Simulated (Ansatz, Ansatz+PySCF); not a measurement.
```yaml
atoms:
  - { symbol: C, position_ang: [0.0000, 0.0000, -0.1485] }
  - { symbol: H, position_ang: [0.0000, 0.0000, 0.8913] }
```

Basis set: def2-SVP (spherical functions). Correlated methods keep 1 orbital frozen. Correlation on ROHF uses semicanonical orbitals with singles. Charge 0, multiplicity 2.

Computed with Ansatz (development build ahead of 0.2.0); each method stands on the lowest determinant of its kind that the runs found.

(1) Give the atomization energy at this shape (free ground-state atoms in the same class of orbitals less the molecule, no zero-point energy) of doublet CH by ROHF-CCSD(T), ROHF-MP2, UHF-MP2, UHF, ROHF.

Results:

(1)

```tsv
method	atomization energy
ROHF-CCSD(T)	312.1 kJ/mol
ROHF-MP2	298.5 kJ/mol
UHF-MP2	289.9 kJ/mol
UHF	237.0 kJ/mol
ROHF	227.4 kJ/mol
```

Caution for UHF-MP2: another reference gives a lower total. Caution for UHF-MP2, UHF: the determinant breaks the point group; the unrestricted determinant is spin contaminated.
